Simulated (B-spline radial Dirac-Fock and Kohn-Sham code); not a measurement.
## Energy-loss ionisation edge M5 of Rh

System: atomic rhodium in the configuration [Kr] 4d8 5s1. Level of theory: the first Born approximation with generalised oscillator strengths from a Dirac-Hartree-Slater potential (longitudinal and transverse terms; continuum final states only, so no white lines or fine structure); a radial B-spline solver. The edge is taken at 307.2 eV (tabulated value).

Partial cross sections σ(β, Δ) in barn, integrated over a window Δ above the edge and up to the collection semi-angle β, for parallel illumination:

```csv
E₀ (kV),β (mrad),Δ = 25 eV,Δ = 50 eV,Δ = 100 eV,Δ = 200 eV,Δ = 300 eV
60,5,329,2080,6280,11100,13200
60,10,607,3870,12000,22000,26900
60,100,1600,8310,25800,50600,65500
80,10,577,3690,11500,21400,26300
80,100,1320,6900,21400,42100,54600
100,10,550,3520,11100,20700,25600
100,20,774,4750,15000,28700,36200
120,5,?,?,?,?,?
120,20,727,4430,14000,26900,34000
120,50,966,5260,16500,32300,41700
120,100,1020,5390,16800,33000,42800
200,5,339,2200,6920,12900,15900
200,100,770,4130,12900,25400,32900
300,100,646,3500,11000,21600,28000
```

**Question.** Give the row for 120 kV and 5 mrad.

**Answer.** 345 b for 25 eV, 2230 b for 50 eV, 6910 b for 100 eV, 12600 b for 200 eV, 15400 b for 300 eV.

Values without a named source are computed, but for edge energies of neutral atoms, which are taken from tables.
